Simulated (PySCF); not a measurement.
**SnSb: one state, many levels of theory**

State: ²Π (doublet), unpaired electrons π ↑. Set-up: PySCF, scalar-relativistic core potentials, basis sets Sn def2-SVP with ECP28, Sb def2-SVP with ECP28. De refers to Sn + Sb in their high-spin ground configurations, without counterpoise correction. The functionals are run spin-unrestricted. A positive dipole means Sn(−)Sb(+). Levels whose curve was spin-contaminated or gave no clean fit are not listed.

```tsv
Level	Re (Å)	ωe (cm⁻¹)	De (eV)	μ (D)	CPU s a point (SCF and correlation, without the integrals)
UHF-CCSD	2.667	224	1.53	n/a	n/a
UHF-CCSD(T)	2.689	212	1.77	n/a	12
PBE	2.671	219	2.63	-1.09	0.68
PBEsol	2.647	226	2.85	-1.04	0.57
BP86	2.672	218	2.69	-1.08	0.55
r²SCAN	2.646	222	2.31	-1.18	0.93
PBE0	2.634	228	2.28	-1.28	1.2
B97-3	2.653	225	2.37	-1.40	0.72
```

Question: Which functional lies closest to UHF-CCSD(T) in De, which farthest, and by how much do they differ from it?

Answer: Closest is PBE0 (-5.5 pm in Re, +7.5 % in ωe, +0.51 eV in De against UHF-CCSD(T) in the same basis), farthest PBEsol (-4.2 pm in Re, +6.6 % in ωe, +1.08 eV in De). CCSD(T) converges more slowly with the basis than the functionals do and binds too weakly in this one, so the order can change at the basis-set limit.

Question: What does a quarter of exact exchange do here, going from PBE to PBE0?

Answer: PBE0 less PBE: -3.7 pm in Re, +4.1 % in ωe, -0.35 eV in De. Exact exchange removes part of the self-interaction that spreads semilocal densities, and in most molecules shortens and stiffens the bond and lowers De; so it does here.

Question: What does the step from GGA to meta-GGA do here, going from PBE to r²SCAN?

Answer: r²SCAN less PBE: -2.5 pm in Re, +1.4 % in ωe, -0.32 eV in De. 

Correlated steps freeze 8 core orbitals. Correlated levels converge slowly with the basis: in double zeta they bind strong bonds too weakly, by up to about 1 eV, and carry superposition errors of some tenths. These are scalar-relativistic numbers at best; spin–orbit coupling would shift them, the dissociation energy most. The state was picked by a PBE0 search and need not be the measured ground state.

The whole job (state search and all levels along the bond) took about 3.9 min on 1 thread of Oxide Virtual Turin-like (shared host), peak memory 0.64 GiB.
